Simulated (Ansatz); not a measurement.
`C[N](C)[InH][F]` → `[F][InH2]` + `C=NC` at 500 K and 1 bar (β-hydride elimination).

Gas-phase electronic energies from Ansatz, PBE0-D4/def2-TZVP geometries. CCSD(T)/CBS adds triple-zeta CCSD(T) − MP2 to the extrapolated MP2 energy (def2 sets, frozen cores). def2 core potentials past Kr. For In outer-core shells are correlated without core-valence functions, which leaves a few kJ/mol of doubt a bond. Each species was taken in one conformer, which may not be the lowest.

| species | CCSD(T)/CBS energy (Eh) | H − E (kJ/mol) | S (J/(mol·K)) |
| --- | --- | --- | --- |
| `C[N](C)[InH][F]` | -424.64012 | 285.4 | 442.6 |
| `[F][InH2]` | -290.81142 | 59.1 | 295.0 |
| `C=NC` | -133.77870 | 206.0 | 296.0 |

H − E and S are ideal-gas, rigid-rotor, harmonic terms from PBE0-D4/def2-TZVP, for one conformer and one mirror image of each species. 1 Eh = 2625.50 kJ/mol, R = 8.31446 J/(mol·K).

Q: By hand: ΔE, ΔH, ΔS and ΔG.

A: ΔE = (-290.81142) + (-133.77870) − (-424.64012) = 0.05000 Eh = 131.3 kJ/mol. Δ(H − E) = 59.1 + 206.0 − 285.4 = -20.3, so ΔH = 111.0 kJ/mol. ΔS = 295.0 + 296.0 − 442.6 = 148.4 J/(mol·K). ΔG = 111.0 − 500 × (148.4)/1000 = 36.8 kJ/mol.

Q: By hand: the equilibrium constant, and the temperature at which ΔG would vanish if ΔH and ΔS stayed fixed.

A: log₁₀ K = −ΔG/(RT ln 10) = -3.8. ΔG = 0 at ΔH/ΔS = 748 K.

The number of gas molecules changes by +1, which sets the sign of ΔS. A doubt of 5 kJ/mol in ΔE shifts log₁₀ K by 0.5 here. Other conformers and mirror images would add mixing entropy, several J/(mol·K) or more a flexible species. These are equilibria of isolated gas molecules and say nothing of rates. Largest T1 diagnostic: 0.016 (customary marks: 0.02 for closed shells, 0.045 for open ones).
